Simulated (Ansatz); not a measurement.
Input for Ansatz (a first-principles code): R-CCSD(T)/cc-pVDZ on GeH3NO (SMILES [NH2][Ge][OH]), a point of a torsion scan. The run froze 16 orbitals, filled d shells among them.

Ansatz 0.2 input:
```yaml
crystal:
  periodic: [false, false, false]
  atoms:
    - {symbol: N, position_ang: [-1.03130489, -0.04702487, 0.22205120]}
    - {symbol: Ge, position_ang: [0.36182938, -1.08926979, 0.72507526]}
    - {symbol: O, position_ang: [1.57689717, -0.09708865, -0.16429275]}
    - {symbol: H, position_ang: [-2.00674159, -0.23773385, 0.38790565]}
    - {symbol: H, position_ang: [-0.92927377, 0.75786696, -0.37742309]}
    - {symbol: H, position_ang: [2.47396955, -0.03753669, 0.15102018]}
basis:
  gaussian:
    orbitals: cc-pVDZ
magnetization: {spin_polarized: false}
correlation: {method: ccsd_t, electrons: outside_noble_gas}
scf: {lower_state_search: off}
```

The log:

```
WARN ansatz: RAYON_NUM_THREADS=1 ignored (pool sized by the plan → 1); use --threads N
Functional definition: HF
these checks for a lower state are left out or cut short: stability, starts, cluster_reference, orbital_swaps, neighbouring_geometries, increment
integrals: 0.05 GiB planned
722 factors; integrals over basis functions are off by at most 1.3e-3 eV
mean field: 0.14 GiB planned
mean field evaluation 1: about -60036.0701 eV, gradient 4.4e1 eV
mean field evaluation 2: about -60036.0785 eV, gradient 4.4e1 eV
mean field evaluation 4: about -60040.0467 eV, gradient 2.6e0 eV
mean field evaluation 8: about -60040.0803 eV, gradient 4.5e-4 eV
mean field -60040.08034618 eV, -2206.4322560939 hartree, gradient 2.8e-6 eV, S^2 0.000000; 0 other end points of the search recorded, 0 dependent functions left out
16 core orbitals not correlated
reference -60040.08034618 eV, -2206.4322560939 hartree; 9, 9 occupied and 45, 45 virtual orbitals, 722 factors
second order -12.05125772 eV of doubles, -0.00000000 eV of singles
coupled cluster: 0.12 GiB planned
cycle   1  -12.25361257 eV  change   -2.0e-1 eV  update   9.8e-2
cycle   2  -12.58098059 eV  change   -3.3e-1 eV  update   3.2e-2
cycle   3  -12.69069140 eV  change   -1.1e-1 eV  update   2.0e-2
cycle   4  -12.68419245 eV  change    6.5e-3 eV  update   5.6e-3
cycle   5  -12.68094084 eV  change    3.3e-3 eV  update   2.6e-3
cycle   6  -12.68159809 eV  change   -6.6e-4 eV  update   9.6e-4
cycle   7  -12.68125365 eV  change    3.4e-4 eV  update   2.9e-4
cycle   8  -12.68116772 eV  change    8.6e-5 eV  update   1.1e-4
cycle   9  -12.68119835 eV  change   -3.1e-5 eV  update   4.0e-5
cycle  10  -12.68119396 eV  change    4.4e-6 eV  update   1.7e-5
perturbative correction -0.33980226 eV, -0.0124875026 hartree
Total energy: -60053.10134240 eV, -2206.9107688790 hartree
Checks for a lower state left out: stability, starts, cluster_reference, orbital_swaps, neighbouring_geometries, increment
```

The run converged.

Cost: roughly 1.5 core-seconds.
